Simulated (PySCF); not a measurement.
Core-level binding energies of `CC(C)(C)[Si@@H](O)C1CC1`

Compound: C7H16OSi.
Atom-mapped SMILES: `[CH3:1][C:2]([CH3:3])([CH3:4])[Si@@H:5]([OH:6])[CH:7]1[CH2:8][CH2:9]1`

The calculation used delta-SCF UKS SCAN, pcX-2 on the ionised atom, pcseg-1 elsewhere, spin-free X2C (PySCF). These are vertical core ionisation energies against the vacuum level, from separate self-consistent calculations with and without the core hole.

Question: What binding energy does each computed site have?

Answer: 
| atom(s) | environment | level | binding energy (eV) | 2p1/2 (eV) | above the level's lowest (eV) | count |
| --- | --- | --- | --- | --- | --- | --- |
| Si5 | oxygen-bound silicon | Si 2p3/2 | 106.36 | 106.99 | 0.00 | 1 |
| C2 | sp3 carbon bound to silicon | C 1s | 289.81 | – | 0.00 | 1 |
| C7 | sp3 carbon bound to silicon | C 1s | 289.99 | – | +0.18 | 1 |
| C1/C3/C4 | methyl carbon | C 1s | 290.13 | – | +0.32 | 3 |
| C8 | three-membered-ring carbon | C 1s | 290.62 | – | +0.81 | 1 |
| C9 | three-membered-ring carbon | C 1s | 290.63 | – | +0.82 | 1 |
| O6 | silanol oxygen | O 1s | 538.01 | – | 0.00 | 1 |
| Si5 | oxygen-bound silicon | Si 1s | 1846.24 | – | 0.00 | 1 |

Lowest listed C 1s: C2, bonded to 3 C and Si. Highest, 0.82 eV above it: C9, bonded to 2 C and 2 H. The values 290.62 and 290.63 eV lie too close for their order to be trusted.

Question: Give the binding energy of Si 2p3/2 of Si5 in hartree and in kJ/mol.

Answer: 106.36 eV = 3.9087 Eh = 10262 kJ/mol.

Question: Which photon energy gives electrons from Si 2p3/2 of Si5 a kinetic energy of 150 eV, and what is their de Broglie wavelength?

Answer: hν = 106.36 + 150 = 256.36 eV, recoil neglected; λ = 12.264 Å/√(E/eV) = 1.00 Å.

One atom of each set of topologically equivalent atoms was ionised and stands for the set; in this conformer not all members are related by symmetry, and their own values weren't computed. 2p3/2 and 2p1/2 are the ΔSCF energy of one spin-free 2p hole plus the eigenvalues of a spin–orbit and ligand-field matrix of the shell. 2p1/2 minus 2p3/2 (ligand field included): Si 0.62 eV. One conformer (not necessarily the lowest) at the PBE0-D3(BJ)/def2-SVP geometry, without solvent, vibrations or thermal averaging.

Hardware: one thread, x86-64 server, no GPU, shared host. Cost: 1.8 min.

Conformer computed: `[CH3:1][C:2]([CH3:3])([CH3:4])[Si@@H:5]([OH:6])[CH:7]1[CH2:8][CH2:9]1`: C1–C2–Si5–O6 59°, C2–Si5–C7–C8 86°, H–O6–Si5–C2 173°.
